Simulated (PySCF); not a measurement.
How exact exchange moves a shielding

Molecule: SMILES [SiH2](/C=C\N=C)F, C$_{3}$H$_{6}$FNSi.

Geometry (Å), atoms numbered from 1 in this order:
```xyz
12

C     2.116   -0.927   -0.379
N     0.923   -0.549   -0.166
C     0.624    0.811   -0.101
C    -0.656    1.147    0.124
Si   -1.866   -0.265    0.325
F    -3.331    0.417    0.576
H     2.345   -1.999   -0.426
H     2.955   -0.219   -0.521
H     1.439    1.542   -0.237
H    -0.947    2.201    0.182
H    -1.988   -1.090   -0.907
H    -1.574   -1.097    1.522
```

GIAO shieldings (ppm, equivalent atoms averaged) in PySCF 2.14 on the PBE0-D3(BJ)/def2-SVP geometry, basis pcSseg-1, gas phase, non-relativistic:

```csv
functional,exact exchange (%),σ(C4),σ(Si5),σ(F6)
BLYP,0,32.0,341.0,372.6
BP86,0,36.7,345.3,377.4
PBE,0,36.8,345.5,376.3
B3LYP,20,35.9,354.2,383.6
PBE0,25,41.8,362.6,389.1
BHandHLYP,50,42.0,375.3,395.2
HF,100,54.6,414.5,408.8
```

**Question.** Fit each shielding as a line in the percentage of exact exchange.

**Answer.** σ(C4) = 34.7 + 0.19 x (rms 2.2 ppm); σ(Si5) = 343.2 + 0.70 x (rms 2.3 ppm); σ(F6) = 376.7 + 0.34 x (rms 2.3 ppm). The functionals also differ in their semilocal parts, which the line can't hold; Hartree–Fock has no correlation at all.

**Question.** What does the line predict for mPW1PW91 (25 %), and what does the run give?

**Answer.** σ(C4): 39.5 predicted, 41.1 computed; σ(Si5): 360.7 predicted, 362.0 computed; σ(F6): 385.2 predicted, 389.5 computed ppm.
